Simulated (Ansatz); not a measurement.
Complex (SMILES): F (HF) with C[SiH3] (CH3-SiH3), atoms 1 to 2 the first; geometry from B3LYP-D3(BJ)/def2-TZVP, monomers rigid:
```xyz
10

F     -0.8072     1.2098    -1.0332
H     -0.8337     1.4847    -0.1466
C     -0.8969     2.1476     1.9988
Si    -0.9462     2.6964     3.7994
H     -1.4172     2.8789     1.3758
H      0.1409     2.0657     1.6668
H     -1.3852     1.1755     1.8964
H     -0.2415     1.7083     4.6485
H     -0.2858     4.0143     3.9445
H     -2.3510     2.8086     4.2554
```

How fast the counterpoise-corrected interaction energy converges with the basis for several methods (Ansatz, a program for electronic structure): deviation from each method's own reference, in kcal/mol. References: B3LYP -1.38 kcal/mol, the value in aug-pcseg-3; CCSD(T) -2.11 kcal/mol, Hartree-Fock in aug-cc-pV(Q+d)Z plus the correlation part extrapolated as X^-3 from aug-cc-pV(T+d)Z and aug-cc-pV(Q+d)Z; HF -0.42 kcal/mol, the value in aug-pcseg-3; MP2 -2.09 kcal/mol, Hartree-Fock in aug-cc-pV(Q+d)Z plus the correlation part extrapolated as X^-3 from aug-cc-pV(T+d)Z and aug-cc-pV(Q+d)Z; PBE -2.04 kcal/mol, the value in aug-pcseg-3. Cartesian d functions, on some or all atoms, in 6-31G**, 6-311+G**; all else is spherical. In correlated methods cores are frozen. No added dispersion term, no relativity. 

| basis | functions | B3LYP | CCSD(T) | HF | MP2 | PBE |
|---|---|---|---|---|---|---|
| 3-21G | 45 | ? | 2.13 | 0.17 | 1.98 | 0.77 |
| 6-31G | 45 | ? | 2.00 | 0.22 | 1.88 | 0.59 |
| def2-SV(P) | 60 | ? | 1.95 | 0.48 | 1.77 | 0.74 |
| 6-31G** | 84 | ? | 1.65 | 0.35 | 1.48 | 0.66 |
| 6-311+G** | 117 | ? | 1.05 | 0.07 | 0.94 | 0.11 |
| aug-pcseg-1 | 136 | ? | 0.95 | 0.20 | 0.87 | 0.23 |
| 6-311++G(2d,2p) | 159 | ? | 0.65 | 0.11 | 0.56 | 0.10 |
| pcseg-2 | 192 | ? | 0.55 | 0.06 | 0.48 | 0.14 |
| def2-TZVPP | 202 | ? | 0.57 | 0.11 | 0.50 | 0.19 |
| aug-pcseg-2 | 303 | ? | 0.32 | 0.05 | 0.29 | 0.05 |
| def2-QZVPPD | 436 | ? | 0.15 | 0.01 | 0.13 | 0.00 |
| cc-pV(5+d)Z | 667 | ? | 0.11 | 0.01 | 0.09 | 0.03 |

**Question.** Fill in the missing entries.

**Answer.** 
- 3-21G, B3LYP: 0.54
- 6-31G, B3LYP: 0.38
- def2-SV(P), B3LYP: 0.55
- 6-31G**, B3LYP: 0.50
- 6-311+G**, B3LYP: 0.06
- aug-pcseg-1, B3LYP: 0.19
- 6-311++G(2d,2p), B3LYP: 0.08
- pcseg-2, B3LYP: 0.11
- def2-TZVPP, B3LYP: 0.17
- aug-pcseg-2, B3LYP: 0.05
- def2-QZVPPD, B3LYP: 0.00
- cc-pV(5+d)Z, B3LYP: 0.01

Mean absolute deviation over 6-311+G**, 6-311++G(2d,2p), pcseg-2, def2-TZVPP, aug-pcseg-2: HF 0.08, B3LYP 0.10, PBE 0.12, MP2 0.56, CCSD(T) 0.63 kcal/mol.
